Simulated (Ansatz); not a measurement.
Computed with Ansatz on PBE0-D4/def2-TZVP structures; ΔE is electronic, products minus reactants. CBS: MP2 limit from def2 TZ/QZ plus the TZ coupled-cluster correction, frozen cores. Functionals use def2-TZVPP. B3LYP here is the variant with VWN-RPA as its local correlation; programs differ in this. Each species was taken in one conformer, which may not be the lowest.

Consider the redistribution: `[CH3][Al]([SiH3])[SH]` + `[BH2][AlH][OH]` → `[BH2][AlH][SiH3]` + `[CH3][Al]([OH])[SH]`.

(1) Is it downhill or uphill in electronic energy at CCSD(T)/CBS, and by how much? (An estimate is asked.)

(2) What do these levels give: BLYP-D4, r2SCAN-D4, B3LYP-D4, ωB97X-V, B2PLYP, PBE, CAM-B3LYP, LC-ωPBE, MP2/def2-SVP, HF/def2-QZVPP, MP2/def2-QZVPP, MP2/CBS(def2)? (An estimate is asked.)

(3) What do rigid-rotor, harmonic-oscillator terms from PBE0-D4/def2-TZVP frequencies (298.15 K, 1 bar) make of the CCSD(T)/CBS value? (An estimate is asked.)

Largest T1 diagnostic among the species: 0.013.

Results:

(1) Computed: Nearly level: ΔE = +0.2 kcal/mol.

(2) Ansatz gave: BLYP-D4 -0.1, r2SCAN-D4 -1.1, B3LYP-D4 0.0, ωB97X-V 0.1, B2PLYP 0.1, PBE -0.8, CAM-B3LYP 0.0, LC-ωPBE -0.3, MP2/def2-SVP 1.0, HF/def2-QZVPP 0.0, MP2/def2-QZVPP 0.6, MP2/CBS(def2) 0.6 kcal/mol.

(3) Ansatz gave: ΔZPE = -0.1 kcal/mol, ΔH = +0.1 kcal/mol, ΔS = -1 J/(mol·K), ΔG = +0.1 kcal/mol. Modes under 50 cm⁻¹ make the entropy rough.

Leaving LDA and LC-ωPBE aside and taking each functional with its dispersion term where it has one, the values, not all of them listed here, spread over 1.2 kcal/mol, from r2SCAN-D4 to CAM-B3LYP-D4.
